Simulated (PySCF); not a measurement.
# How methods differ on the ionisation energy of Zr⁺

Zr⁺ [Kr] 4d2 5s1 (4F) → Zr²⁺ [Kr] 4d2 (3F), as a difference of total energies. Computed with PySCF 2.14 in aug-cc-pVTZ-PP with ECP28MDF (6s6p5d3f2g, 88 functions), with scalar relativity through the core potential. Correlated levels: valence: 4s2 4p6 frozen. The calculations carry no spin-orbit coupling.

Problem. Order these methods by the ionisation energy they give, lowest first.
A. MP2 (valence)
B. UHF
C. CCSD(T) (valence)
D. SCS-MP2 (valence)

Solution. B (12.274 eV), D (12.351 eV), A (12.506 eV), C (12.583 eV).

The reference lies between the lowest fine-structure levels, while these numbers refer to the centres of the terms.

Errors of the correlated levels include the incompleteness of this basis and the frozen core.

For comparison: 13.13 eV (measured; NIST Atomic Spectra Database, ionization energies).
